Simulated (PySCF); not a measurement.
## Computed vibrations of [Er(OH)4]−

[Er(OH)4]− (singlet in the valence; each metal's 4f electrons, 11 of them, lie in its core potential, out of spins and levels). PySCF 2.14.0, RKS BP86, Er lcecp-1-SVP with ECP57, O def2-SVP, H def2-SVP; non-relativistic Hamiltonian with scalar-relativistic core potentials where named; density fitting; no spin-orbit coupling. Central differences of gradients.

```xyz
9

Er    0.0112    0.0104    0.0004
O     1.1586    1.2955    1.2321
H     2.0751    1.4840    1.4843
O    -1.1897   -1.2969    1.1822
H    -2.1081   -1.5278    0.9589
O     1.2637   -1.2216   -1.2002
H     1.3061   -2.1921   -1.2247
O    -1.3220    1.1285   -1.2207
H    -1.6965    2.0232   -1.1744
```

Run from Python with OMP_NUM_THREADS=2. Where DIIS fails, smearing, a level shift and second-order steps follow.
It took 4.6 min on 2 threads of Arm Neoverse V1, with other jobs on the host.

Question: What are the harmonic wavenumbers and infrared intensities?

Answer: Negative numbers are unstable modes, those under 60 cm⁻¹ near the noise; a finer grid moves soft modes by up to 10 cm⁻¹.
```
cm⁻¹  km/mol  symmetry
 -83       –          
  47    21.2          
  82    40.5          
  88    15.4          
 126    11.5          
 144    11.2          
 172   120.8          
 177    76.3          
 207   172.5          
 220   155.5          
 255   116.3          
 280    24.8          
 313    90.9          
 485    79.0          
 498   131.2          
 503   121.7          
 523     4.2          
3754     5.9          
3772     7.8          
3780     6.6          
3807     8.8
```

Question: Is this a minimum?

Answer: No: 1 unstable; the lowest moves the atoms so:
```
Er   0.02 -0.01  0.01
O   -0.09  0.06 -0.02
H   -0.33  0.53  0.49
O   -0.03  0.01 -0.02
H   -0.04  0.09 -0.05
O   -0.08 -0.05 -0.05
H   -0.29 -0.06 -0.24
O    0.00  0.01  0.00
H    0.02  0.00  0.43
```

An lcecp potential fixes the number of 4f electrons, so in runs with it no electron can move into or out of that shell.
